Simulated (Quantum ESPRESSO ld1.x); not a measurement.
Task: These are the eigenvalues of the occupied orbitals of an atom or ion with whole-number occupations (hartree). All-electron calculation, scalar-relativistic Kohn-Sham, PBE, spin-unpolarised, spherical densities, point nucleus. Program: ld1.x of Quantum ESPRESSO 7.5.

1s: -447.3835
2s: -71.6493
2p: -64.9526
3s: -21.1551
3p: -19.0293
4s: -9.3072

Which element is it, and in what charge state? The configuration may be excited.

Result: Z = 33, arsenic, charge +13: As13+ in [Ar] 4s2. The list shows which subshells hold electrons but not how many an open one holds; the 1s level, -447.38 hartree, gives Z - s = 29.9 by -(Z - s)^2/2, which with screening and relativity narrows Z to a few neighbours, and the depths of the outer levels then fix element, charge and occupations together.
